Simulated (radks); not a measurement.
The numbers below are computed, except where a source is named.
Task: Isoelectronic series with 34 electrons, all held in the configuration [Ar] 3d10 4s2 4p4, which need not be the ground one along the series. Code: a radial shooting solver on a logarithmic mesh with Libxc functionals. Model: scalar-relativistic Kohn-Sham, PBE, spin-polarised, spherical densities, finite nucleus; open shells are filled with parallel spins first (spin-orbit coupling, left out, can overturn this in heavy ions); Fermi nuclear charge, rms radius of each element as measured or else 0.836 A^(1/3) + 0.57 fm. Total energies (hartree) and orbital eigenvalues (Ry):

| ion | E (hartree) | 4p down | 4p up | 4s down | 4s up |
|---|---|---|---|---|---|
| Se | -2429.97348 | -0.41194 | -0.52310 | -1.20202 | -1.31607 |
| Br+ | -2605.96368 | -1.20695 | -1.33905 | -2.15602 | -2.28990 |
| Rb3+ | -2978.56749 | -3.34023 | -3.50775 | -4.61103 | -4.77989 |
| Sr4+ | -3175.18963 | -4.64557 | -4.82908 | -6.07952 | -6.26442 |
| Zr6+ | -3589.14883 | -7.69755 | -7.91114 | -9.46463 | -9.67988 |
| Nb7+ | -3806.52735 | -9.43664 | -9.66463 | -11.37456 | -11.60438 |

Estimate the row of Kr2+.

Result: E (hartree) -2788.82853; 4p down -2.19028; 4p up -2.34082; 4s down -3.29959; 4s up -3.45156.
